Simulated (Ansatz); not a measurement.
`NC[SiH](N)O` + `N[SiH2]O[SiH](N)F` → `N[SiH2]O[SiH](N)O` + `NC[SiH](N)F`  (redistribution)

Computed with Ansatz on PBE0-D4/def2-TZVP structures; ΔE is electronic, products minus reactants. CCSD(T)/CBS is the MP2 limit (def2-TZVPP, def2-QZVPP) plus CCSD(T) − MP2 in def2-TZVPP, frozen cores. One conformer a species, not always the lowest.

`NC[SiH](N)O`:

Z-matrix (Å, degrees):
```
C
Si 1 1.871
N 1 1.464 2 107.4
H 1 1.101 2 111.2 3 -126.3
H 1 1.095 2 107.5 3 117.2
O 2 1.654 1 102.5 3 61.3
N 2 1.710 1 113.4 3 -58.5
H 2 1.490 1 112.6 3 -178.8
H 3 1.012 1 111.4 2 178.5
H 3 1.013 1 109.8 2 -62.9
H 6 0.958 2 115.6 1 -159.8
H 7 1.005 2 120.8 1 -113.0
H 7 1.008 2 119.7 1 34.8
```

`N[SiH2]O[SiH](N)F`:

Z-matrix (Å, degrees):
```
Si
O 1 1.636
N 1 1.718 2 112.0
H 1 1.482 2 105.9 3 121.3
H 1 1.483 2 109.1 3 -118.1
Si 2 1.622 1 142.5 3 21.5
H 3 1.007 1 121.2 2 92.5
H 3 1.007 1 119.7 2 -120.8
N 6 1.693 2 108.5 1 6.4
F 6 1.599 2 106.7 1 -116.3
H 6 1.474 2 111.6 1 129.7
H 9 1.009 6 118.5 2 -30.6
H 9 1.006 6 122.7 2 177.9
```

`N[SiH2]O[SiH](N)O`:

```xyz
14

N     0.611    1.275    1.167
Si    1.209    1.152   -0.450
O     0.230    0.173   -1.323
Si   -1.020   -0.759   -0.811
N    -0.312   -1.999    0.145
O    -2.080    0.067    0.118
H     0.644    2.176    1.620
H     0.824    0.537    1.822
H     2.579    0.581   -0.523
H     1.189    2.526   -1.005
H    -1.763   -1.201   -2.008
H     0.435   -2.553   -0.245
H    -0.919   -2.574    0.708
H    -1.627    0.599    0.784
```

`NC[SiH](N)F`:

Cartesian coordinates in Å:
```
N 0.195 0.292 1.613
C -0.696 -0.464 0.729
Si -0.354 0.046 -1.036
N 1.311 -0.128 -1.295
F -0.877 1.565 -1.177
H -0.047 1.275 1.600
H 0.107 -0.019 2.572
H -0.446 -1.528 0.807
H -1.766 -0.374 0.967
H -1.109 -0.715 -2.061
H 1.934 0.068 -0.526
H 1.750 -0.018 -2.192
```

```json
{"species": "`NC[SiH](N)O`", "CCSD(T)/CBS(def2) energy (Eh)": "-516.61203"}
{"species": "`N[SiH2]O[SiH](N)F`", "CCSD(T)/CBS(def2) energy (Eh)": "-866.98850"}
{"species": "`N[SiH2]O[SiH](N)O`", "CCSD(T)/CBS(def2) energy (Eh)": "-842.95515"}
{"species": "`NC[SiH](N)F`", "CCSD(T)/CBS(def2) energy (Eh)": "-540.64663"}
```

(1) Work out ΔE.

Largest T1 diagnostic among the species: 0.011.

Results:

(1) ΔE = (-842.95515) + (-540.64663) − (-516.61203) − (-866.98850) = -0.00125 Eh = -0.8 kcal/mol.

In def2-TZVPP, CCSD(T) changes the Hartree–Fock value by −1.8 kcal/mol (the triples alone add −0.4 kcal/mol) and MP2 by −1.7 kcal/mol.
